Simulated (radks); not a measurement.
The numbers below are computed, except where a source is named.
Problem. Species: Ti8+. Configuration: [Ne] 3s2 3p2. Code: a radial shooting solver on a logarithmic mesh with Libxc functionals. Model: Dirac Kohn-Sham, PBEsol, spin-unpolarised, spherical densities, point nucleus; open shells fill j = l - 1/2 first.

Spin-orbit splittings of the eigenvalues, e(l+1/2) - e(l-1/2), with zeta = 2 splitting/(2l+1) and mean radii in bohr:

| shell | occ. | splitting (eV) | zeta (eV) | <r> j=l-1/2 | <r> j=l+1/2 |
|---|---|---|---|---|---|
| 2p | 6 | 5.846 | 3.897 | 0.2860 | 0.2886 |
| 3p | 2 | ? | ? | 0.9117 | 0.9164 |
| 3d | 0 | 0.1294 | 0.05176 | 0.9024 | 0.9035 |
| 4p | 0 | 0.2997 | 0.1998 | 1.935 | 1.942 |

Estimate the 3p splitting.

Solution. 0.9602 eV (zeta = 0.6401 eV).
